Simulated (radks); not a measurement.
The numbers below are computed, except where a source is named.
Q: Spherical quantum dot in the effective-mass picture: electrons in a hard-walled sphere of radius 7.26, with a point charge +1 (a donor) at the centre, all in effective atomic units (hartree* = m*/eps^2 hartree, bohr* = eps/m* bohr), one dielectric constant everywhere. Level of theory: non-relativistic Kohn-Sham, LDA (Slater exchange, Perdew-Wang correlation), spin-polarised, spherical densities (a radial shooting solver with Libxc functionals). Levels are named by radial order and angular momentum (1s, 1p, 1d, 2s, ...), and open shells are averaged over m. Each electron was tried in the lowest free levels, single moves between levels near the top were tried too, and the lowest total energy was kept; such a search can miss a lower state. Give the order in which the levels fill up to N = 34, the shell closures and the spin along the way.

A: Shells are first occupied in the order 1s, 1p, 2s, 1d, 1f, 1g. Open shells at each N (closed shells left out): 1: 1s(up 1, down 0); 2: none; 3: 1p(up 1, down 0); 4: 1p(up 2, down 0); 5: 1p(up 3, down 0); 6: 1p(up 3, down 1); 7: 1p(up 3, down 2); 8: none; 9: 2s(up 1, down 0); 10: 1d(up 1, down 0) 2s(up 1, down 0); 11: 1d(up 2, down 0) 2s(up 1, down 0); 12: 1d(up 3, down 0) 2s(up 1, down 0); 13: 1d(up 4, down 0) 2s(up 1, down 0); 14: 1d(up 5, down 0) 2s(up 1, down 0); 15: 1d(up 5, down 1) 2s(up 1, down 0); 16: 1d(up 5, down 2) 2s(up 1, down 0); 17: 1d(up 5, down 3) 2s(up 1, down 0); 18: 1d(up 5, down 4) 2s(up 1, down 0); 19: 2s(up 1, down 0); 20: 2s(up 1, down 0) 1f(up 1, down 0); 21: 2s(up 1, down 0) 1f(up 2, down 0); 22: 2s(up 1, down 0) 1f(up 3, down 0); 23: 2s(up 1, down 0) 1f(up 4, down 0); 24: 2s(up 1, down 0) 1f(up 5, down 0); 25: 2s(up 1, down 0) 1f(up 6, down 0); 26: 2s(up 1, down 0) 1f(up 7, down 0); 27: 2s(up 1, down 0) 1f(up 7, down 1); 28: 2s(up 1, down 0) 1f(up 7, down 2); 29: 2s(up 1, down 0) 1f(up 7, down 3); 30: 2s(up 1, down 0) 1f(up 7, down 4); 31: 2s(up 1, down 0) 1f(up 7, down 5); 32: 2s(up 1, down 0) 1f(up 7, down 6); 33: 2s(up 1, down 0); 34: 2s(up 1, down 0) 1g(up 1, down 0). All shells are closed at N = 2, 8 (there: 1s2 1p6). Largest 2S: 8, at N = 26.
